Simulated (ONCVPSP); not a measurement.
## Zn (Z = 30): ONCV pseudisation with LDA (Perdew-Wang 92), scalar-relativistic reference atom.

zinc (Zn), optimised norm-conserving Vanderbilt (ONCV), made with ONCVPSP 4.0.1 (LDA (Perdew-Wang 92), scalar-relativistic). Core [Ar] 3d10, reference 4s1 (charge +1). Waves: 4s: rc 2.10 bohr, ncon 3, nbas 6, qcut 2.9 1/bohr, 1 projector; p scattering state at 0.02 Ha: rc 2.25 bohr, ncon 5, nbas 9, qcut 3 1/bohr, 2 projectors, debl 2.2 Ha; d scattering state at 0.43 Ha: rc 2.25 bohr, ncon 4, nbas 8, qcut 4.6 1/bohr, 2 projectors, debl 0.7 Ha. Local part: polynomial inside 1.50 bohr (lpopt 5, dvloc0 4 Ha). Core correction: Teter function, fcfact 5.5, rcfact 1.55.

In the p channel the program set the typed energies aside and used 0.050, 2.250 Ha.

All-electron outer shells of the reference configuration (LDA (PZ), scalar-relativistic, ld1.x):

| shell | level (eV) | outermost node (bohr) | outermost maximum (bohr) |
| --- | --- | --- | --- |
| 3d | -20.12 | – | 0.56 |
| 4s | -14.35 | 0.85 | 1.99 |

Task: Does the generator finish with these settings?

Result: Yes, a potential is produced and its reference levels are reproduced.

Task: Estimate the cutoffs (Ha) at which the residual kinetic energy of the hardest occupied pseudo-wave falls to 1 and 0.1 mHa per electron.

Result: 8.9 Ha and 21 Ha. The cutoffs count occupied waves only; projector 2 of the d channel, the hardest unoccupied one, needs 56 Ha at the loose tolerance.

Task: What does a ghost test show?

Result: No bound ghost flagged but for a GHOST(-) flag that falls on a real empty level of the atom; no localised positive-energy state flagged.

Task: Tests: 4s2; 4s1.5; 4s1 4p1; 4s0 4p2. Which has the largest error in its energy relative to the reference configuration, and how large is it?

Result: 4s2, with -144 meV (all-electron minus pseudo) on -10.18 eV.
